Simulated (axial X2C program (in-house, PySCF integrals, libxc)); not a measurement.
## Spin–orbit effects down a group: molecules with Cs, PBE0

Calculated with an axial X2C code built on PySCF integrals, spin-free (one-electron X2C) or two-component (2c: spin–orbit coupling with atomic mean-field Coulomb and Gaunt terms, which also bring small scalar terms), in Dyall basis sets with cores contracted in-house; open shells are unrestricted.

Basis sets: Be dyall-cv3z, Ca dyall-cv3z, Cs dyall-cv3z, Mg dyall-cv3z.

```json
{"molecule": "CsBe", "spin-free state": "M_S = 1/2, Λ = 0", "Re (Å)": "3.722", "ωe (cm⁻¹)": "143.0", "De (eV)": "0.29", "2c state": "Ω = 1/2", "Re 2c (Å)": "3.720", "ωe 2c (cm⁻¹)": "143.1", "De 2c (eV)": "0.29"}
{"molecule": "CsMg", "spin-free state": "M_S = 1/2, Λ = 0", "Re (Å)": "4.307", "ωe (cm⁻¹)": "62.3", "De (eV)": "0.14", "2c state": "Ω = 1/2", "Re 2c (Å)": "4.306", "ωe 2c (cm⁻¹)": "62.3", "De 2c (eV)": "0.14"}
{"molecule": "CsCa", "spin-free state": "M_S = 1/2, Λ = 0", "Re (Å)": "4.655", "ωe (cm⁻¹)": "54.5", "De (eV)": "0.21", "2c state": "Ω = 1/2", "Re 2c (Å)": "4.653", "ωe 2c (cm⁻¹)": "54.5", "De 2c (eV)": "0.21"}
```

(1) Work out the shifts from the spin-free to the two-component result.

Each entry is the lowest single determinant of a limited PBE0 search at one distance. De goes to single-determinant-based atoms at the same level (for ions the charge split of lowest energy) and is withheld (n/a) where an atom does not fit its ground term or J level. Main or longest-lived isotopes.

Answers

(1) 

| molecule | 2c state | ΔRe (Å) | Δωe (cm⁻¹) | ΔDe (eV) |
| --- | --- | --- | --- | --- |
| CsBe | Ω = 1/2 | -0.002 | 0.1 | 0.00 |
| CsMg | Ω = 1/2 | -0.001 | 0.0 | 0.00 |
| CsCa | Ω = 1/2 | -0.002 | 0.0 | 0.00 |

Shifts of one unit in the last digit are rounding.
